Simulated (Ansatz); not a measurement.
Geometry optimisation, RKS PBE-D4/STO-3G (Ansatz 0.2.0).

The input (input.yaml):

```yaml
crystal:
  periodic: [false, false, false]
  atoms:
    - { symbol: O, position_ang: [-2.0613, 1.3921, 1.4117] }
    - { symbol: Si, position_ang: [-1.2602, 0.0402, 1.3825] }
    - { symbol: "N", position_ang: [0.2695, 0.4803, 0.9052] }
    - { symbol: C, position_ang: [0.0383, 0.1967, -0.5037] }
    - { symbol: Si, position_ang: [1.3465, -0.765, -1.5815] }
    - { symbol: O, position_ang: [-1.1579, -0.6504, -0.1018] }
    - { symbol: H, position_ang: [-1.5775, 2.2114, 1.1104] }
    - { symbol: H, position_ang: [-1.2146, -0.817, 2.5579] }
    - { symbol: H, position_ang: [0.9111, -0.2179, 1.3588] }
    - { symbol: H, position_ang: [-0.3676, 1.0586, -1.061] }
    - { symbol: H, position_ang: [0.7783, -1.2271, -2.8397] }
    - { symbol: H, position_ang: [1.8749, -1.9148, -0.7727] }
    - { symbol: H, position_ang: [2.4409, 0.1782, -1.8513] }
basis:
  gaussian: { orbitals: STO-3G }
hamiltonian:
  xc: pbe
  dispersion: d4
relax:
  f_tol: 0.015
  max_steps: 40
output:
  orbitals: {}
```

Run as:

```bash
$ ansatz run input.yaml --threads 1 --pin off --max-ram 2048MiB --backend cpu --events-out ev --progress --plain --runs-dir out
```

Question: Where does it end, and by what steps?

Answer: It converged. The force dipped under the threshold on the way, but the program's further checks kept it going. Limits of this set-up: minimal basis. After 14 steps the energy has fallen by 2.449 eV; H7 moved furthest, 0.66 Å.

```json
{"step": "0", "energy less start (eV)": "0.0000", "largest force component (eV/Å)": "7.239", "accepted": "yes"}
{"step": "1", "energy less start (eV)": "-1.7903", "largest force component (eV/Å)": "2.645", "accepted": "yes"}
{"step": "2", "energy less start (eV)": "-2.3130", "largest force component (eV/Å)": "0.766", "accepted": "yes"}
{"step": "3", "energy less start (eV)": "-2.3874", "largest force component (eV/Å)": "0.772", "accepted": "yes"}
{"step": "4", "energy less start (eV)": "-2.3388", "largest force component (eV/Å)": "0.851", "accepted": "no"}
{"step": "5", "energy less start (eV)": "-2.4280", "largest force component (eV/Å)": "0.156", "accepted": "yes"}
{"step": "6", "energy less start (eV)": "-2.4357", "largest force component (eV/Å)": "0.123", "accepted": "yes"}
{"step": "7", "energy less start (eV)": "-2.4426", "largest force component (eV/Å)": "0.078", "accepted": "yes"}
{"step": "8", "energy less start (eV)": "-2.4451", "largest force component (eV/Å)": "0.134", "accepted": "yes"}
{"step": "9", "energy less start (eV)": "-2.4472", "largest force component (eV/Å)": "0.095", "accepted": "yes"}
{"step": "10", "energy less start (eV)": "-2.4485", "largest force component (eV/Å)": "0.034", "accepted": "yes"}
{"step": "11", "energy less start (eV)": "-2.4483", "largest force component (eV/Å)": "0.126", "accepted": "no"}
{"step": "12", "energy less start (eV)": "-2.4487", "largest force component (eV/Å)": "0.013", "accepted": "yes"}
{"step": "13", "energy less start (eV)": "-2.4490", "largest force component (eV/Å)": "0.020", "accepted": "yes"}
{"step": "14", "energy less start (eV)": "-2.4491", "largest force component (eV/Å)": "0.011", "accepted": "yes"}
```

```xyz
13
Properties=species:S:1:pos:R:3
O -2.232 1.193 1.985
Si -1.113 0.085 1.330
N 0.486 0.812 0.795
C 0.085 0.321 -0.638
Si 1.310 -0.897 -1.474
O -1.280 -0.264 -0.385
H -2.159 2.011 1.358
H -1.200 -1.045 2.262
H 1.264 0.147 1.123
H -0.026 1.229 -1.295
H 0.753 -1.404 -2.720
H 1.568 -2.010 -0.572
H 2.564 -0.213 -1.752
```

Whether the end is a true minimum wasn't checked by a vibrational analysis.

Run time: 58 s on 1 thread of Arm Neoverse V1, with other jobs on the host, peak memory 0.15 GiB.
